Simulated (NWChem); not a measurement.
C$_{3}$H$_{8}$Te; SMILES CC([TeH])C

Computed with NWChem. Not confirmed as a minimum by frequencies. def2 effective core potentials on Te; no spin-orbit coupling. Each level has its own optimisation. Brackets give each atom's bonded neighbours. One conformer.

```json
[
 {"level": "B3LYP/3-21G (all-electron, non-relativistic)", "r H–Te (Å)": "1.707", "r C–Te (Å)": "2.228", "r C–H [C(CCHTe)–H(C)] (Å)": "1.093", "dipole (D)": "1.67"},
 {"level": "Hartree-Fock/STO-3G (all-electron, non-relativistic)", "r H–Te (Å)": "1.623", "r C–Te (Å)": "2.162", "r C–H [C(CCHTe)–H(C)] (Å)": "1.088", "dipole (D)": "1.69"},
 {"level": "PBE0/def2-SVP (core potentials)", "r H–Te (Å)": "1.666", "r C–Te (Å)": "2.196", "r C–H [C(CCHTe)–H(C)] (Å)": "1.100", "dipole (D)": "1.50"}
]
```
